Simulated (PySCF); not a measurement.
Ga(OH)3 (GaH₃O₃), SMILES [Ga]([OH])([OH])[OH]. Atoms are numbered in the order given.

```xyz
7

Ga     0.0000     0.0000     0.0000
O     -1.6848    -0.5804     0.0000
H     -2.3302     0.1389     0.0000
O      0.3397     1.7493     0.0000
H      1.2854     1.9486     0.0000
O      1.3451    -1.1689     0.0000
H      1.0448    -2.0875     0.0000
```

Geometry optimised at B3LYP-D3(BJ)/def2-SVP. One conformer was computed; it need not be the lowest.

Calculation: PySCF 2.14.0 with B3LYP-D3(BJ)/def2-SVP.

Frequencies are harmonic and unscaled.

Modes within 1.5 cm⁻¹ of each other (mostly degenerate sets) share a row, with their intensities summed.

| mode | ν (cm⁻¹) | IR (km/mol) | moving atoms (share of kinetic energy) |
|---|---|---|---|
| 1–2 | 180 | 42.7 | O 72 %, Ga 15 %, H 13 % |
| 3 | 196 | 19.4 | O 52 %, Ga 42 % |
| 4 | 310 | 338.6 | H 92 % |
| 5–6 | 336 | 0.0 | H 90 %, O 10 % |
| 7 | 659 | 0.0 | O 98 % |
| 8–9 | 737 | 225.7 | O 74 %, Ga 24 % |
| 10 | 813 | 0.0 | H 94 % |
| 11–12 | 849 | 250.7 | H 88 %, O 8 % |
| 13–14 | 3843 | 193.4 | H 94 % |
| 15 | 3845 | 0.1 | H 94 % |
